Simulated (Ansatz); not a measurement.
(LiF)4 ring (Li4F4), 8 atoms. Hardware: 4 threads of Arm Neoverse V1 on a shared host.

Correlated methods freeze 4 core orbitals; core or outer-core shells of Li are correlated, in sets that lack core-valence functions.

Problem. How many basis functions does each of these Ansatz runs have, and roughly what does it cost? PBE0-D4/def2-TZVP, charge 1 doublet at the geometry of the charge 0 singlet, energy, from earlier orbitals; PBE-D4/def2-TZVPD, charge 0 singlet, energy, from earlier orbitals; B2PLYP/def2-TZVP, charge 0 singlet, energy, from earlier orbitals; PBE with 50 % exact exchange/def2-TZVP, charge 0 singlet, energy, from earlier orbitals; PBE-D4/def2-TZVP, charge 1 doublet at the geometry of the charge 0 singlet, energy, from earlier orbitals; PBE-QIDH/def2-TZVP, charge 0 singlet, energy, from earlier orbitals; PBE0-D4/def2-TZVP, charge 0 triplet at the geometry of the charge 0 singlet, energy; PBE with 10 % exact exchange/def2-TZVP, charge 0 singlet, energy, from earlier orbitals; PBE-D4/def2-TZVP, charge 0 singlet, energy, from earlier orbitals; r2SCAN-D4/def2-TZVP, charge 0 triplet at the geometry of the charge 0 singlet, energy, from earlier orbitals; B3LYP-D4/6-31G, charge 0 singlet, energy; PBE with 35 % exact exchange/def2-TZVP, charge 0 singlet, energy, from earlier orbitals.

Solution. Other jobs shared the machine, so times can vary by a factor of up to 3. A dash marks memory too small to be measured apart from the calling script's.

```
                                                                                                         run  functions  fitting or Cholesky vectors  wall time  peak host memory (GiB)
                                                                    B3LYP-D4/6-31G, charge 0 singlet, energy         72                          804      1.1 s                       –
                                           PBE-D4/def2-TZVP, charge 0 singlet, energy, from earlier orbitals        180                         1140      1.5 s                       –
                     PBE with 35 % exact exchange/def2-TZVP, charge 0 singlet, energy, from earlier orbitals        180                         1216      1.8 s                       –
                     PBE with 50 % exact exchange/def2-TZVP, charge 0 singlet, energy, from earlier orbitals        180                         1216      1.9 s                       –
                     PBE with 10 % exact exchange/def2-TZVP, charge 0 singlet, energy, from earlier orbitals        180                         1140      1.9 s                       –
                                          PBE-D4/def2-TZVPD, charge 0 singlet, energy, from earlier orbitals        228                         1448      2.6 s                       –
                                         PBE-QIDH/def2-TZVP, charge 0 singlet, energy, from earlier orbitals        180                         1428      3.3 s                       –
                                           B2PLYP/def2-TZVP, charge 0 singlet, energy, from earlier orbitals        180                         1428      3.4 s                       –
   PBE-D4/def2-TZVP, charge 1 doublet at the geometry of the charge 0 singlet, energy, from earlier orbitals        180                         1140        7 s                       –
  PBE0-D4/def2-TZVP, charge 1 doublet at the geometry of the charge 0 singlet, energy, from earlier orbitals        180                         1140       10 s                    0.69
                         PBE0-D4/def2-TZVP, charge 0 triplet at the geometry of the charge 0 singlet, energy        180                         1140       15 s                    0.69
r2SCAN-D4/def2-TZVP, charge 0 triplet at the geometry of the charge 0 singlet, energy, from earlier orbitals        180                         1140       21 s                       –
```
